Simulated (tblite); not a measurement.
Isomers of C9H9P. Calculated harmonic vibrations of the isolated species, GFN2-xTB (tblite), most abundant isotopes, no scaling. Errors from tens to a few hundred cm⁻¹ against measured bands are possible. Modes of hydrogen on phosphorus can be 10 to 20 % off. One conformer each.

Electronic energies: GFN2-xTB at the same geometries; isomer energies are rough at this level and their order can be wrong.

```json
{"SMILES": "C#Cc1ccc(CC)cp1", "electronic energy, lowest = 0 (kJ/mol)": "185.2"}
{"SMILES": "Cc1cc2ccccc2[pH]1", "electronic energy, lowest = 0 (kJ/mol)": "0.0"}
{"SMILES": "C#Cc1pcc(C)cc1C", "electronic energy, lowest = 0 (kJ/mol)": "167.9"}
```

Question: How do GFN2-xTB zero-point energies change the relative energies?

Answer: 
```csv
SMILES,ZPE (kJ/mol),of it from modes above 1550 cm⁻¹,electronic (kJ/mol),"with ZPE, lowest = 0 (kJ/mol)",lowest mode (cm⁻¹),rings
Cc1cc2ccccc2[pH]1,382.9,187.9,0.0,0.0,75,2
C#Cc1pcc(C)cc1C,380.2,178.5,167.9,165.3,29,1
C#Cc1ccc(CC)cp1,383.5,178.4,185.2,185.8,41,1
```

The zero-point energies span 3.3 kJ/mol, from `C#Cc1pcc(C)cc1C` to `C#Cc1ccc(CC)cp1`. The order is unchanged.
